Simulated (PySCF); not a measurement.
# Ba⁴²⁺ (barium, charge +42): Hartree-Fock from Schrödinger to Dirac-Coulomb-Breit

Occupied: 1s1/2, 2s1/2, 2p1/2, 2p3/2, 3s1/2, 3p1/2. Hartree-Fock calculated with PySCF 2.14 in an uncontracted even-tempered set (20 s from 4.1 bohr⁻², ratio 2.3; 16 p from 4.9 bohr⁻², ratio 2.3), Gaussian nucleus throughout. NR is non-relativistic, sf-X2C the spin-free one-electron X2C Hamiltonian, X2C adds the bare one-electron spin-orbit term, X2C-SNSO screens it by Boettger's factors, DC is four-component Dirac-Coulomb, and the Gaunt and Breit terms are added at first order (total energies over the DC spinors, levels after relaxing the spinors in that mean field). QED terms are absent. Levels marked empty are virtual spinors of this ion; the basis has s and p functions only, so 3d, which can lie below the n = 4 levels, is absent.

```csv
Hamiltonian,E (hartree),E − E(DC) (hartree),CPU seconds
X2C,-6527.8970,1.6935,0.58
X2C-SNSO,-6527.4961,2.0945,0.58
DC,-6529.5905,0.0000,30
DC+Gaunt,-6523.3578,6.2327,52
DC+Breit,-6523.9251,5.6654,150
```

| level (eV) | X2C | X2C-SNSO | DC | DC+Gaunt | DC+Breit |
| --- | --- | --- | --- | --- | --- |
| 1s1/2 | -40289.3 | -40289.9 | -40324.0 | -40225.5 | -40232.2 |
| 2s1/2 | -8581.5 | -8581.7 | -8586.0 | -8576.0 | -8576.7 |
| 2p1/2 | -8262.6 | -8251.6 | -8253.4 | -8236.3 | -8238.1 |
| 2p3/2 | -7840.3 | -7844.8 | -7848.0 | -7836.2 | -7837.9 |
| 3s1/2 | -3378.5 | -3378.6 | -3379.6 | -3377.2 | -3377.4 |
| 3p1/2 | -3270.9 | -3268.1 | -3268.6 | -3264.3 | -3264.9 |
| 3p3/2 (empty) | -3081.5 | -3082.7 | -3083.3 | -3080.5 | -3081.1 |
| 4s1/2 (empty) | -1741.4 | -1741.4 | -1741.8 | -1740.8 | -1741.0 |

```tsv
interval (eV)	X2C	X2C-SNSO	DC	DC+Gaunt	DC+Breit
2p3/2 − 2p1/2	422.3	406.7	405.5	400.1	400.2
```

Weight of the small component: 1s1/2 0.0428, 2s1/2 0.00956, 2p1/2 0.00950, 2p3/2 0.00897, 3s1/2 0.00357, 3p1/2 0.00352, 3p3/2 0.00335, 4s1/2 0.00176.

Koopmans' value for the highest occupied level at DC+Breit: 3264.9 eV, against an ionisation energy of 3266 ± 4 eV (theoretical estimate listed by NIST; NIST Atomic Spectra Database, ionization energies); the former lacks relaxation, correlation, QED and recoil.

The whole ladder took 240 s of wall time on 1 thread of Neoverse-N1 (shared host), launched as `OMP_NUM_THREADS=1 python relrun2.py TASK.json OUT` (a driver that calls PySCF for each Hamiltonian).

Dirac-Coulomb iterations, started from the X2C spinors:

```
with_ssss True, with_gaunt False, with_breit False
light speed = 137.03599967994
init E= -6505.95287898632
cycle= 1 E= -6529.58990531848  delta_E= -23.6  |g|= 1.43  |ddm|= 0.109
cycle= 2 E= -6529.59054567697  delta_E= -0.00064  |g|= 0.0214  |ddm|= 0.00936
cycle= 3 E= -6529.59054673628  delta_E= -1.06e-06  |g|= 0.000871  |ddm|= 0.000569
cycle= 4 E= -6529.59054673814  delta_E= -1.86e-09  |g|= 4.13e-06  |ddm|= 1.93e-05
```
